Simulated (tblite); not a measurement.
Parent: `[SiH3:1][CH2:2][C@H:3]1[CH2:4][SiH2:5][SiH2:6]1` with Si1–C2–C3–C4 174°, C2–C3–C4–Si5 143°, C3–C4–Si5–Si6 -14°, C4–Si5–Si6–C3 11°, C2–C3–Si6–Si5 -137°, C3H12Si3.

Computed geometry: GFN2-xTB, gas phase. One conformer each, not checked by frequencies here.

```csv
coordinate of the parent,value
Si1–C2,1.898 Å
C2–C3,1.524 Å
C3–C4,1.552 Å
C4–Si5,1.922 Å
Si5–Si6,2.324 Å
C3–Si6,1.934 Å
Si1–C2–C3,114.1°
C2–C3–C4,113.1°
C2–C3–Si6,118.4°
C4–C3–Si6,100.3°
C3–C4–Si5,100.9°
C4–Si5–Si6,77.9°
C3–Si6–Si5,77.7°
```

Question: How does the shared frame change in `[CH3:1][C:2](=[O:3])[Si@@H:4]1[CH2:5][C@@H:6]([CH2:7][SiH3:8])[SiH2:9]1` with C1–C2–Si4–C5 30°, C5–C6–C7–Si8 -64°, C2–Si4–C5–C6 -103°, Si4–C5–C6–C7 -137°, C5–C6–Si9–Si4 10°, C2–Si4–Si9–C6 104°, C5H14OSi3? Atoms pair as Si1 = Si8, C2 = C7, C3 = C6, C4 = C5, Si5 = Si4, Si6 = Si9 (parent first).

Answer: 
```
    parent    relative  value in the relative  change
    Si1–C2      Si8–C7                1.904 Å  +0.006
     C2–C3       C7–C6                1.525 Å  +0.001
     C3–C4       C6–C5                1.550 Å  -0.002
    C4–Si5      C5–Si4                1.929 Å  +0.007
   Si5–Si6     Si4–Si9                2.332 Å  +0.008
    C3–Si6      C6–Si9                1.938 Å  +0.004
 Si1–C2–C3   Si8–C7–C6                 113.8°    -0.3
  C2–C3–C4    C7–C6–C5                 113.3°    +0.2
 C2–C3–Si6   C7–C6–Si9                 116.3°    -2.1
 C4–C3–Si6   C5–C6–Si9                 100.9°    +0.6
 C3–C4–Si5   C6–C5–Si4                 101.4°    +0.5
C4–Si5–Si6  C5–Si4–Si9                  78.0°    +0.1
C3–Si6–Si5  C6–Si9–Si4                  77.9°    +0.2
```

Of the parent's bonds, C4–Si5 and Si5–Si6 change most and about equally (+0.007 to +0.008 Å). Bonds of the relative outside the shared frame: C1–C2 1.505, C2=O3 1.211, C2–Si4 1.922 Å. Point group C1 → C1.

Question: How does the shared frame change in `[CH3:1][O:2][Si@@H:3]1[CH2:4][C@@H:5]([CH2:6][SiH3:7])[SiH2:8]1` with C1–O2–Si3–C4 54°, C4–C5–C6–Si7 -174°, O2–Si3–C4–C5 -104°, Si3–C4–C5–C6 -141°, C4–C5–Si8–Si3 12°, O2–Si3–Si8–C5 104°, C4H14OSi3? Atoms pair as Si1 = Si7, C2 = C6, C3 = C5, C4 = C4, Si5 = Si3, Si6 = Si8 (parent first).

Answer: 
```tsv
parent	relative	value in the relative	change
Si1–C2	Si7–C6	1.898 Å	0.000
C2–C3	C6–C5	1.524 Å	0.000
C3–C4	C5–C4	1.555 Å	+0.003
C4–Si5	C4–Si3	1.932 Å	+0.010
Si5–Si6	Si3–Si8	2.326 Å	+0.002
C3–Si6	C5–Si8	1.940 Å	+0.006
Si1–C2–C3	Si7–C6–C5	114.0°	-0.1
C2–C3–C4	C6–C5–C4	113.0°	-0.1
C2–C3–Si6	C6–C5–Si8	117.8°	-0.6
C4–C3–Si6	C4–C5–Si8	100.2°	-0.1
C3–C4–Si5	C5–C4–Si3	101.3°	+0.4
C4–Si5–Si6	C4–Si3–Si8	77.9°	0.0
C3–Si6–Si5	C5–Si8–Si3	78.2°	+0.5
```

Of the parent's bonds, C4–Si5 changes most (+0.010 Å). Bonds of the relative outside the shared frame: C1–O2 1.392, O2–Si3 1.633 Å. Point group C1 → C1.
